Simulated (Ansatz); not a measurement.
The input (input.yaml):

```yaml
crystal:
  periodic: [false, false, false]
  atoms:
    - { symbol: C, position_ang: [-0.7542, 1.7156, 0.4222] }
    - { symbol: C, position_ang: [-0.0208, 1.0022, 1.1769] }
    - { symbol: Al, position_ang: [0.6332, -0.7369, 0.5402] }
    - { symbol: C, position_ang: [0.2567, -1.3921, -1.263] }
    - { symbol: H, position_ang: [-1.0893, 1.4301, -0.6027] }
    - { symbol: H, position_ang: [-1.1643, 2.731, 0.7771] }
    - { symbol: H, position_ang: [0.287, 1.3479, 2.1739] }
    - { symbol: H, position_ang: [1.6434, -1.5979, 1.4957] }
    - { symbol: H, position_ang: [0.5453, -0.6656, -1.9809] }
    - { symbol: H, position_ang: [0.6584, -2.39, -1.4066] }
    - { symbol: H, position_ang: [-0.93, -1.5013, -1.3124] }
basis:
  gaussian: { orbitals: "6-31G*" }
hamiltonian:
  xc: pbe0
  dispersion: d4
relax:
  f_tol: 0.015
  max_steps: 40
output:
  orbitals: {}
```

Command:

```bash
$ ansatz run input.yaml --threads 1 --pin off --max-ram 2048MiB --backend cpu --events-out ev --progress --plain --runs-dir out
```

Hardware: 1 thread of Arm Neoverse V1 (shared host).

Task: Roughly how long does this run take, and how much memory?

Result: 24 s, with a peak of 0.15 GiB, for 6 ionic steps.
